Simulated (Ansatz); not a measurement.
A nudged elastic band was laid between two geometries of CH$_{4}$BClSi (8 atoms, charge 0, multiplicity 1).

All numbers below come from RKS PBE/def2-mTZVP in Ansatz 0.2.0.

```
movable images  : 3
climbing image  : no
spring          : 5.0 eV/Å²
optimiser       : quadratic models (default)
start path      : through a guess of the saddle point
force threshold : 0.03 eV/Å
iteration limit : 60
end points      : relaxed
```

First end point:

```xyz
8
Properties=species:S:1:pos:R:3
C -0.011 1.462 -0.310
B 0.227 -0.007 0.011
Si -0.205 -1.707 0.760
Cl -0.660 -3.048 -0.817
H -0.954 1.561 -0.882
H -0.168 2.046 0.616
H 0.793 1.939 -0.890
H 0.978 -2.246 1.514
```

Last end point:

```xyz
8
Properties=species:S:1:pos:R:3
C -0.051 1.453 -0.345
B 0.176 -0.038 -0.138
Si 0.145 -1.672 0.844
Cl -1.352 -2.931 0.028
H 0.232 1.825 -1.342
H -1.120 1.688 -0.179
H 0.499 2.039 0.415
H 1.472 -2.365 0.717
```

(1) What changes between the two ends?

(2) Give the energies along the band, and the barrier.

(3) What is the geometry of the highest image?

Results:

(1) No bond is made or broken.  The two ends are copies of one structure, up to a mirror image or an exchange of like atoms.

(2) The run converged. The highest image is number 2 of 0 to 4, 0.017 eV above the ends, which have the same energy within 2 meV. No image climbed, so the highest image needn't sit at the top of the path. So few images can step over the top or miss a turn of the path.

```csv
image,path coordinate (Å),energy (eV)
0,0.00,0.000
1,0.73,0.006
2,1.46,0.017
3,2.19,0.005
4,2.92,0.000
```

(3) 
```xyz
8
Properties=species:S:1:pos:R:3:forces:R:3
C -0.075 1.462 -0.291 0.01 0.00 -0.01
B 0.142 -0.018 -0.010 0.01 0.02 -0.01
Si -0.008 -1.707 0.853 -0.01 -0.01 0.03
Cl -1.113 -3.007 -0.404 -0.01 -0.01 -0.01
H -0.446 1.587 -1.325 0.00 0.01 0.00
H -0.760 1.989 0.391 -0.01 -0.01 0.00
H 0.900 1.983 -0.274 -0.01 0.01 0.00
H 1.362 -2.289 1.059 0.01 0.00 0.00
```

Time of the run: 30 s on 2 threads of AMD EPYC 7B13 (Zen 3), with other jobs on the host, peak memory 0.19 GiB.
